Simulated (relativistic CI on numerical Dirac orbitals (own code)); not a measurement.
# Ce²⁺ (4f2) in a crystal field

Calculated by Dirac-Coulomb-Breit CI, KLI orbitals optimised for each configuration, a model potential for QED, valence Slater integrals scaled by 0.75, one configuration in a parametric crystal field (own radial code).

Field parameters in Wybourne normalisation; cubic f-shell fields have B⁴₄ = √(5/14) B⁴₀ and B⁶₄ = −√(7/2) B⁶₀. The field is a parameter set, without covalency.

S is read from ⟨S²⟩ = S(S + 1).

Powder χT (cm³ K mol⁻¹) by Van Vleck's formula, with temperature-independent terms:

```
                                                                     Field     2 K     5 K    10 K   20 K   50 K  100 K  200 K  300 K
D3d, B20 = -710, B40 = 210, B43 = 570, B60 = 420, B63 = -130, B66 = 0 cm⁻¹  0.0622   0.155   0.311  0.612   1.14   1.41   1.56   1.62
                     D3h, B20 = -230, B40 = 60, B60 = -140, B66 = 340 cm⁻¹       1    1.32    1.39   1.43   1.51   1.58   1.63   1.66
                                            Oh, B40 = 1310, B60 = 380 cm⁻¹  0.0199  0.0497  0.0993  0.199  0.495  0.924   1.36   1.52
                                            Oh, B40 = -410, B60 = -90 cm⁻¹    1.04    1.09    1.17   1.29   1.48   1.58   1.63   1.66
                                            Oh, B40 = -710, B60 = 100 cm⁻¹    1.03    1.04    1.07   1.12   1.28   1.46   1.59   1.64
                                             Oh, B40 = 470, B60 = 320 cm⁻¹  0.0317  0.0792   0.158  0.317  0.776   1.27   1.55   1.62
```

Task: For D3h, B20 = -230, B40 = 60, B60 = -140, B66 = 340 cm⁻¹: what effective moment follows at 300 K?

Result: μ_eff = √(8χT) = 3.64 μB. The LS value g√(J(J + 1)) of the free ion's 3H_4 level is 3.58 μB.
